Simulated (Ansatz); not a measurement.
Consider the isomerisation: `CS[CH2][GeH3]` → `[CH3][GeH2][CH2]S`.

Program: Ansatz. Geometries: PBE0-D4/def2-TZVP. ΔE: electronic, gas phase. CBS: MP2 limit from def2 TZ/QZ plus the TZ coupled-cluster correction, frozen cores. Functionals use def2-TZVPP. B3LYP here is the variant with VWN-RPA as its local correlation; programs differ in this. For Ge outer-core shells are correlated without core-valence functions, which leaves a few kJ/mol of doubt a bond. Scalar relativity is left out up to krypton. Each species was taken in one conformer, which may not be the lowest.

| level | ΔE (kcal/mol) | difference from CCSD(T)/CBS |
| --- | --- | --- |
| PBE0-D4 | -8.4 | 0.7 |
| B2PLYP | -9.0 | 0.1 |
| B3LYP | -8.5 | 0.6 |
| HF/def2-TZVPP | -8.9 | 0.2 |
| MP2/def2-TZVPP | -10.1 | -1.0 |
| SCS-MP2/def2-TZVPP | -9.6 | -0.5 |
| CCSD(T)/def2-TZVPP | -9.9 | -0.8 |
| HF/def2-QZVPP | -8.6 | 0.5 |
| MP2/def2-QZVPP | -9.6 | -0.5 |
| HF/CBS(def2) | -8.6 | 0.5 |
| CCSD(T)/CBS | -9.1 | 0 |

Largest T1 diagnostic among the species: 0.011.

In def2-TZVPP, CCSD(T) changes the Hartree–Fock value by −1.0 kcal/mol (the triples alone add +0.2 kcal/mol) and MP2 by −1.2 kcal/mol.

CCSD(T)/CBS has its own doubt, a few kJ/mol and more with outer-core shells, so smaller differences from it don't rank the levels.
